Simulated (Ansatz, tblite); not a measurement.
Cost and result up the ladder for GaH₂Cl (4 atoms). Charge 0, multiplicity 1. Geometry: PBE-D4/def2-TZVP.

```xyz
4

Ga   -0.133   -0.006    0.166
H    -1.421    0.870    0.015
H     0.337   -0.923    1.345
Cl    1.216    0.060   -1.526
```

Ansatz on 4 threads of Arm Neoverse V1 on a shared host; xTB runs through tblite on one thread. Times are rough, summed over both states, and most runs start from the orbitals of an earlier one. PBE0-D4/def2-TZVP serves as the yardstick here, not as an exact answer. The other state is a triplet.

The xTB rows come from tblite.

xTB has no spin-polarisation term.

```csv
level,functions,wall time
GFN2-xTB,20,0.004 s
GFN1-xTB,22,0.005 s
PBE-D4/def2-TZVP,97,1.4 s
PBE0-D4/def2-TZVP,97,2 s
r2SCAN-D4/def2-TZVP (with forces),97,4.1 s
```

**Question.** Estimate what each level gives for the vertical triplet (eV).

**Answer.** 
```tsv
level	vertical triplet (eV)	difference from PBE0-D4/def2-TZVP (eV)
GFN2-xTB	5.12	0.22
GFN1-xTB	6.87	1.97
PBE-D4/def2-TZVP	4.53	-0.37
PBE0-D4/def2-TZVP	4.90	0.00
r2SCAN-D4/def2-TZVP (with forces)	4.64	-0.26
```
